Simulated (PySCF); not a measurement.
C6H7F3Si.
SMILES with atom numbers: `[F:1][C:2]([F:3])=[C:4]([F:5])/[CH:6]=[CH:7]\[C@@H:8]1[CH2:9][SiH2:10]1`

Geometry (PBE0-D3(BJ)/def2-SVP, Å), atoms numbered from 1 in this order:
```
atom  x, y, z in Å
F1     3.753   -1.622   -1.418
C2     3.248   -0.892   -0.457
F3     4.160   -0.492    0.396
C4     1.946   -0.581   -0.343
F5     1.133   -1.063   -1.291
C6     1.396    0.222    0.723
C7     0.109    0.587    0.905
C8    -1.070    0.269    0.093
C9    -2.310    1.177    0.195
Si10  -2.595   -0.515    0.893
H11    2.134    0.556    1.455
H12   -0.089    1.196    1.795
H13   -0.859   -0.111   -0.910
H14   -2.226    2.020    0.891
H15   -2.778    1.462   -0.753
H16   -3.363   -1.517    0.115
H17   -2.605   -0.687    2.367
```

Probes without a nucleus sit at each ring's centroid and 1 Å off its mean plane on both sides; NICS is minus the shielding there, NICSzz its component along the normal. Level: GIAO PBE/pcSseg-1 (PySCF, non-relativistic, gas phase) on the PBE0-D3(BJ)/def2-SVP geometry, one conformer.

Ring bond lengths (Å): C8–C9 1.540, C9–Si10 1.853, Si10–C8 1.892.

Task: Give the NICS values of each ring in ppm.

Result: 
| ring | type | NICS(0) | NICS(1), two faces | NICS(1)zz, two faces | rms pucker (Å) | centre to ring atoms, mean (Å) |
| --- | --- | --- | --- | --- | --- | --- |
| C8–C9–Si10 | 3-membered ring with Si; formal bonds all single | -27.8 | -7.4 / -8.3 | -15.7 / -17.2 | 0.00 | 1.02 |

Task: What can be read from them?

Result: 
- C8–C9–Si10: mean NICS(1)zz -16.4 ppm, shielded. C8, C9, Si10 have four or more neighbours, and the NICS criterion for π rings isn't applied. NICS(0) lies 20 ppm below the mean NICS(1).

Task: What field does 7.05 T along the ring normal induce along that normal at the first NICS(1) probe listed for ring C8–C9–Si10, 1 Å off the ring?

Result: NICSzz × B0 = -15.7 ppm × 7.05 T = -111 μT, against the applied field.

Task: Give the inner angles of the rings.

Result: 
- C8–C9–Si10: C8 64.4°, C9 67.1°, Si10 48.6°; sum 180.0° against 180° for a flat convex ring.

Task: How do the values depend on the level or the medium?

Result: 
```csv
level,"NICS(0), C8–C9–Si10","mean NICS(1)zz, C8–C9–Si10"
"PBE/pcSseg-1, gas",-27.8,-16.4
"PBE0/pcSseg-1, gas",-27.7,-16.6
"PBE0/pcSseg-1, IEF-PCM benzene",-27.8,-16.6
"PBE0/pcSseg-1, IEF-PCM cyclohexane",-27.8,-16.6
```

The geometry is the same throughout; the continuum's cavity takes Bondi-type radii × 1.2.
